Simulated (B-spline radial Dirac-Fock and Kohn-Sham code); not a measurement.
**Elastic and transport cross sections of lanthanum for electrons**

Model: relativistic (Dirac) partial waves in the static field of the Dirac-Fock atom with Furness-McCarthy exchange, without polarisation or absorption potentials. Program: a radial finite-basis atomic code. σ_tr1 and σ_tr2 weight the cross section with 1 − P₁ and 1 − P₂ of cos θ; "backward" is the share scattered beyond 90°.

```tsv
energy (eV)	σ (a₀²)	σ_tr1 (a₀²)	σ_tr2 (a₀²)	σ/σ_tr1	backward (%)
10000	3.86	0.106	0.192	36.3	0.72
10100	3.83	0.105	0.190	36.6	0.71
10300	3.79	0.102	0.185	37.2	0.69
10900	3.65	0.0934	0.172	39.1	0.64
12200	3.39	0.0788	0.148	43.0	0.56
13000	3.25	0.0715	0.136	45.5	0.52
17400	2.67	0.0457	0.0913	58.5	0.36
18200	2.59	0.0426	0.0857	60.8	0.34
19000	2.52	0.0399	0.0807	63.2	0.32
20000	2.43	0.0368	0.0751	66.1	0.30
30000	1.84	0.0195	0.0419	94.3	0.18
30900	1.80	0.0186	0.0401	96.8	0.17
35000	1.65	0.0152	0.0334	108	0.15
36500	1.60	0.0143	0.0314	112	0.14
36800	1.59	0.0141	0.0310	113	0.14
50000	1.28	0.00863	0.0196	149	0.093
63700	?	?	?	?	?
65000	1.07	0.00566	0.0132	189	0.066
66300	1.06	0.00548	0.0128	193	0.064
100000	0.802	0.00283	0.00681	283	0.037
112000	0.745	0.00236	0.00572	316	0.032
132000	0.672	0.00182	0.00445	370	0.026
144000	0.638	0.00158	0.00390	404	0.023
151000	0.620	0.00147	0.00362	423	0.021
200000	0.529	0.000940	0.00236	562	0.014
300000	0.433	0.000501	0.00129	864	0.0079
```

Problem. Fill in the row for 63.7 keV.

Solution. σ = 1.09 a₀², σ_tr1 = 0.00585 a₀², σ_tr2 = 0.0136 a₀², σ/σ_tr1 = 186, backward 0.068 %. The ratio σ/σ_tr1 is roughly the number of elastic collisions that randomise the direction.

Values without a named source are computed, but for edge energies of neutral atoms, which are taken from tables.
